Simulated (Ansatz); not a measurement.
CH5ClGe, SMILES `[CH3][GeH2][Cl]`, relaxed with RKS PBE-D4/def2-SVP in the Gaussian-basis code of Ansatz from a rough embedded geometry. The force threshold is 0.03 eV/Å; the program also tests the step.

Total charge 0; spin multiplicity 1.

Start:

```xyz
8

C    -0.889   -0.453   -0.057
Ge    0.834    0.279    0.115
Cl    0.772    2.331   -0.487
H    -1.263   -0.389   -1.163
H    -1.640    0.071    0.602
H    -0.941   -1.541    0.266
H     1.820   -0.495   -0.819
H     1.310    0.199    1.543
```

**Question.** By how much does the energy fall, and how many steps does the optimiser take? (An estimate is asked.)

**Answer.** Ansatz gave: 4.21 kcal/mol, in 3 steps.

**Question.** Which bonds change most? (Estimate.)

**Answer.** Computed: C1–Ge2 from 1.880 to 1.956 Å; C1–H4 from 1.170 to 1.106 Å; Ge2–Cl3 from 2.139 to 2.190 Å; Ge2–H8 from 1.507 to 1.552 Å.

**Question.** Give the relaxed structure. (Estimate.)

**Answer.** The calculation gave: 
```xyz
8

C    -0.955   -0.481   -0.067
Ge    0.853    0.244    0.113
Cl    0.791    2.346   -0.497
H    -1.291   -0.403   -1.117
H    -1.657    0.081    0.578
H    -0.960   -1.547    0.235
H     1.865   -0.462   -0.827
H     1.354    0.222    1.582
```
